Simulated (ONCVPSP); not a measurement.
# How hard is this hydrogen (H) ONCV potential?

```
Element                 : hydrogen
Generator               : ONCVPSP 4.0.1
Type                    : optimised norm-conserving Vanderbilt (ONCV)
Functional              : LDA (Perdew-Wang 92)
Relativity              : non-relativistic
Frozen core             : none
Valence charge          : 1
Reference configuration : 1s1
Partial waves           : 1s: rc 1.30 bohr, ncon 3, nbas 7, qcut 5 1/bohr, 2 projectors, debl 0.5 Ha; p scattering state at 0.02 Ha: rc 1.30 bohr, ncon 4, nbas 8, qcut 5.9 1/bohr, 2 projectors, debl 1.6 Ha
Local potential         : polynomial inside 1.05 bohr (lpopt 5, dvloc0 4 Ha)
Core correction         : none
```

Q: For each optimised wave give the share of its norm inside rc, the residual kinetic energy above qcut (Ha) and the cutoffs (Ha) for errors of 10, 1, 0.1 and 0.01 mHa per electron.

A:

```json
{"wave": "1s", "norm inside rc": "0.426", "residual KE": "3.1e-04", "10 mHa": "5.8", "1 mHa": "10.3", "0.1 mHa": "26.1", "0.01 mHa": "84.1"}
{"wave": "s projector 2", "norm inside rc": "0.144", "residual KE": "2.0e-04", "10 mHa": "5.0", "1 mHa": "9.6", "0.1 mHa": "14.0", "0.01 mHa": "48.9"}
{"wave": "p projector 1", "norm inside rc": "0.002", "residual KE": "6.9e-08", "10 mHa": "0.1", "1 mHa": "0.6", "0.1 mHa": "2.0", "0.01 mHa": "5.4"}
{"wave": "p projector 2", "norm inside rc": "0.161", "residual KE": "2.8e-05", "10 mHa": "4.3", "1 mHa": "8.8", "0.1 mHa": "14.7", "0.01 mHa": "19.9"}
```

The occupied waves need 10 Ha and 26 Ha for 1 and 0.1 mHa. Rows with under 1 % of the norm inside rc give no meaningful cutoff.
